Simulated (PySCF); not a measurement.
PySCF input:

```python
from pyscf import gto, scf, dft

mol = gto.M(
    atom='''
    Sn    0.00064110   -0.00096402   -0.03368912
    H     1.47232377    0.01216007    0.87089296
    H    -1.50437896    0.03604111    0.81356294
    ''',
    basis='def2-tzvpd',
    ecp='def2-tzvp',
    charge=0,
    spin=2,
    verbose=4,
)

mf = scf.UHF(mol).density_fit(auxbasis='def2-universal-jkfit')
mf.conv_tol = 1e-9
mf.max_cycle = 100
mf.max_memory = 1500
mf.kernel()
if not mf.converged:
    mf = mf.newton()
    mf.kernel(mf.make_rdm1())
for _ in range(2):
    mo, _, stable, _ = mf.stability(return_status=True)
    if stable:
        break
    mf.kernel(mf.make_rdm1(mo, mf.mo_occ))
mf.analyze()
```

Task: Which total energy does the run end on?

Result: -214.45411 Eh (HF/def2-TZVPD).

This is an excited triplet: at this geometry the singlet lies 0.70 eV lower at CCSD(T)/CBS(def2-TZVPPD,def2-QZVPPD).
